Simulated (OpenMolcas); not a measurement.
## Co V: Racah parameters, worked from levels

* Program: OpenMolcas 26.06
* Basis: ANO-R2 [7s5p4d2f1g]
* Scalar Hamiltonian: X2C, finite nucleus
* Active space: 11 electrons in 8 orbitals (RAS1 3p, at most 2 holes; RAS2 3d)
* State averaging: 2S+1 = 6 even, 1 root; 2S+1 = 4 even, 24 roots; 2S+1 = 2 even, 53 roots
* Spin-orbit coupling: state interaction with AMFI integrals over the reference wave functions, term energies averaged over their components

Methods: RASSCF; MS-RASPT2, IPEA 0.25 Eh, imaginary shift 0.1 Eh (closed shells correlated: 3s).

**Racah parameters.** Above 6S, d5 has 4D at 17B + 5C, 4G at 10B + 5C and 4P at 7B + 7C. The first two fix B and C, and the third tests them; where it misses by thousands of cm-1, two parameters do not describe the configuration (Trees and configuration-interaction terms are left out) and B and C hang on the terms chosen. Term energies are centres of gravity, weighted by 2J + 1.

| Source | 4D | 4G | B | C | C/B | 4P from B, C | 4P found |
| --- | --- | --- | --- | --- | --- | --- | --- |
| RASSCF | 51438 | 43397 | 1149 | 6382 | 5.55 | 52717 | 44598 |
| MS-RASPT2 | 46568 | 38551 | 1145 | 5420 | 4.73 | 45955 | 42550 |

Energies in cm-1. From RASSCF to MS-RASPT2, B changes by -0.3 % and C by -15.1 %.

CASPT2 does not keep the components of a term degenerate, so their means are used; among the terms shown or strongly mixed into the levels shown the widest spread is 200 cm-1 (3d5 4G, MS-RASPT2). Active for correlation alone: 3p; no level in the range computed is led by a configuration that opens it, so any true level of that kind is missing. Without dynamic correlation excited terms often stand tens of per cent too high (terms of higher spin than the ground term too low), and those without a measured partner can miss by more than the paired ones (holds for RASSCF). Levels of configurations outside the active space are missing.
